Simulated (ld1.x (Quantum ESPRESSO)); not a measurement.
# How hard is this antimony (Sb) TM potential?

```json
{
  "Element": "antimony",
  "Generator": "ld1.x (Quantum ESPRESSO) 7.5",
  "Type": "norm-conserving Troullier–Martins (Kleinman–Bylander form)",
  "Functional": "PBE",
  "Relativity": "fully relativistic",
  "Frozen core": "[Kr]",
  "Valence charge": "15",
  "Reference configuration": "4d10 5s2 5p3",
  "Partial waves": "5p (bound): rc 2.25 bohr; 4d (bound): rc 1.05 bohr; 5s (bound): rc 1.45 bohr",
  "Local potential": "the s channel",
  "Core correction": "none"
}
```

Open shells are filled in proportion to 2j + 1 (rel_dist='average').

The pseudo-atom Hamiltonian at the reference potential is diagonalised in spherical Bessel functions j_l(qr) that vanish at 20 bohr, with q² up to the cutoff. All-electron valence levels (Ry): 5p1/2 -0.3856, 5p3/2 -0.3410, 4d3/2 -2.5152, 4d5/2 -2.4238, 5s -0.9421.

Question: How do the lowest levels (Ry) of each channel move with the cutoff, and are there ghosts?

Answer:

| cutoff (Ry) | p1/2 #1 | p1/2 #2 | p3/2 #1 | p3/2 #2 | d3/2 #1 | d3/2 #2 | d5/2 #1 | s #1 | s #2 | f #1 | f #2 | Σ f·Δε (mRy) |
| --- | --- | --- | --- | --- | --- | --- | --- | --- | --- | --- | --- | --- |
| 8 | -0.3603 | 0.0235 | -0.3276 | 0.0251 | 0.0175 | 0.0829 | 0.0163 | -0.8176 | -0.0257 | 0.1091 | 0.2295 | 25073.2 |
| 21 | -0.3852 | 0.0214 | -0.3406 | 0.0240 | -0.2181 | 0.0609 | -0.2403 | -0.8679 | -0.0297 | 0.1091 | 0.2295 | 22440.1 |
| 45 | -0.3856 | 0.0213 | -0.3410 | 0.0239 | -1.9989 | 0.0521 | -1.9586 | -0.9375 | -0.0371 | 0.1091 | 0.2295 | 4866.2 |
| 70 | -0.3856 | 0.0213 | -0.3410 | 0.0239 | -2.4682 | 0.0515 | -2.3840 | -0.9400 | -0.0372 | 0.1091 | 0.2295 | 431.8 |
| 120 | -0.3856 | 0.0213 | -0.3410 | 0.0239 | -2.5149 | 0.0514 | -2.4238 | -0.9415 | -0.0373 | 0.1091 | 0.2295 | 3.4 |
| 230 | -0.3856 | 0.0213 | -0.3410 | 0.0239 | -2.5151 | 0.0514 | -2.4240 | -0.9421 | -0.0374 | 0.1091 | 0.2295 | 0.2 |
| 400 | -0.3856 | 0.0213 | -0.3410 | 0.0239 | -2.5151 | 0.0514 | -2.4240 | -0.9421 | -0.0374 | 0.1091 | 0.2295 | 0.0 |

Result: no extra level below or beside the all-electron valence levels (p1/2, p3/2, d3/2, d5/2, s, f tested); 10 mRy is reached at 110 Ry and 1 mRy at 180 Ry.
